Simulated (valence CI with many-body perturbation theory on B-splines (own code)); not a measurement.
**Which ion has this spectrum?**

A relativistic CI+MBPT calculation for an atom or ion with 33 electrons gives these levels (cm⁻¹):

```csv
J,Parity,E,g
3/2,odd,0,1.38
3/2,odd,523373,1.45
5/2,odd,563911,1.20
1/2,odd,614808,0.66
3/2,even,1123327,0.80
3/2,odd,1145284,1.30
5/2,even,1202787,1.45
5/2,even,1323510,1.24
1/2,even,1342311,2.14
3/2,even,1361255,1.16
3/2,even,1645418,0.93
5/2,even,1646571,0.97
1/2,even,1649482,0.24
7/2,even,1687020,1.06
```

The energies are calculated, and their last digits are not significant.

Problem. Which is it?
A. Yb37+
B. Tm36+
C. Ho34+
D. Ta40+

Solution. A. Yb37+, ground level (4s^2 4p1/2^2 4p3/2) J=3/2.
